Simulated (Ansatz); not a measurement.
One change: `[OH][Ta]([F])([F])=[S]` becomes `[F][Ta]([F])([F])=[S]`.

Ansatz, PBE0-D4/def2-TZVP geometries, multiplicity 1. Each molecule was computed in one conformer, which needn't be the lowest.

Elements past krypton have def2 core potentials.

```
                                      property  `[OH][Ta]([F])([F])=[S]`
            HOMO energy (PBE0/def2-TZVPP) / eV                     -7.99
           HOMO energy (B3LYP/def2-TZVPP) / eV                     -7.74
       HOMO–LUMO gap (ωB97M-V/def2-TZVPP) / eV                     10.46
            LUMO energy (PBE0/def2-TZVPP) / eV                     -1.77
         HOMO–LUMO gap (B3LYP/def2-TZVPP) / eV                      5.75
zero-point energy (PBE0-D4/def2-TZVP) / kJ/mol                      50.6
```

**Question.** Give the same properties after the change, and the shifts. (Best estimate.)

**Answer.** Ansatz gave: 
```
                                      property  `[F][Ta]([F])([F])=[S]`  shift
            HOMO energy (PBE0/def2-TZVPP) / eV                    -8.33  -0.34
           HOMO energy (B3LYP/def2-TZVPP) / eV                    -8.08  -0.34
       HOMO–LUMO gap (ωB97M-V/def2-TZVPP) / eV                    10.52   0.06
            LUMO energy (PBE0/def2-TZVPP) / eV                    -2.10  -0.33
         HOMO–LUMO gap (B3LYP/def2-TZVPP) / eV                     5.76   0.01
zero-point energy (PBE0-D4/def2-TZVP) / kJ/mol                     21.4  -29.2
```

The zero-point energy changes by -29.2 kJ/mol with -3 modes.

Positive LUMOs are unbound, so they and the gaps depend on the basis.

B3LYP here is the variant with VWN-RPA as its local correlation; programs differ in this.
